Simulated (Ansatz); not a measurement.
One change: `N=C[SiH2]N` becomes `N=C[SiH](N)N`.

Ansatz, PBE0-D4/def2-TZVP geometries, multiplicity 1. Each molecule was computed in one conformer, which needn't be the lowest.

| property | `N=C[SiH2]N` |
| --- | --- |
| HOMO energy (PBE0/def2-TZVPP) / eV | -7.09 |
| HOMO energy (ωB97M-V/def2-TZVPP) / eV | -9.41 |
| size of the dipole moment (PBE/def2-TZVPP) / D | 0.98 |
| HOMO energy (B3LYP/def2-TZVPP) / eV | -6.89 |
| LUMO energy (PBE/def2-TZVPP) / eV | -1.84 |
| HOMO–LUMO gap (ωB97M-V/def2-TZVPP) / eV | 10.92 |

Give the same properties after the change, and the shifts. (Estimate.)

The calculation gave: 
```csv
property,`N=C[SiH](N)N`,shift
HOMO energy (PBE0/def2-TZVPP) / eV,-6.83,0.26
HOMO energy (ωB97M-V/def2-TZVPP) / eV,-9.14,0.27
size of the dipole moment (PBE/def2-TZVPP) / D,1.43,0.45
HOMO energy (B3LYP/def2-TZVPP) / eV,-6.62,0.27
LUMO energy (PBE/def2-TZVPP) / eV,-1.77,0.07
HOMO–LUMO gap (ωB97M-V/def2-TZVPP) / eV,10.63,-0.29
```

With PBE0 the HOMO rises by 0.26 eV and the LUMO rises by 0.06 eV, so the gap narrows by about 0.20 eV. PBE moves the HOMO by 0.24 eV and ωB97M-V by 0.27 eV. Dipoles are sizes alone; their direction can turn.

B3LYP here is the variant with VWN-RPA as its local correlation; programs differ in this.
